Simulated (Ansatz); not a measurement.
Total energies of InH2(vinyl) (C₂H₅In) from Ansatz at PBE-D4/def2-TZVP, gas phase (1 Eh = 27.2114 eV = 2625.5 kJ/mol). The reference geometry is relaxed at PBE-D4/def2-TZVP.

```json
{"state": "charge 0 singlet", "geometry": "reference", "energy (Eh)": "-269.20716"}
{"state": "charge 1 doublet", "geometry": "reference", "energy (Eh)": "-268.86250"}
{"state": "free In atom (doublet)", "geometry": "–", "energy (Eh)": "-190.11735"}
{"state": "free H atom (doublet)", "geometry": "–", "energy (Eh)": "-0.49962"}
{"state": "free C atom (triplet)", "geometry": "–", "energy (Eh)": "-37.79597"}
```

In the def2 sets In takes a core potential; there is no spin–orbit coupling.

(1) Work out the vertical ionisation energy to the doublet.

(2) What is the binding energy per atom against free atoms?

(1) E(charge 1 doublet) − E(charge 0 singlet) = -268.86250 − (-269.20716) = 0.34466 Eh = 9.38 eV. For comparison, −ε of the highest occupied level is 6.41 eV at this level, 2.97 eV less.

(2) Atoms: 1 × (-190.11735) + 5 × (-0.49962) + 2 × (-37.79597) = -268.20739 Eh. Binding: -268.20739 − (-269.20716) = 0.99977 Eh = 27.21 eV, or 3.40 eV for each of 8 atoms (no zero-point energy, no counterpoise term).

At PBE-D4/def2-TZVP the gap within one spin of the charge 1 doublet nearly closes, so an electron or hole may be smeared out by delocalisation error.
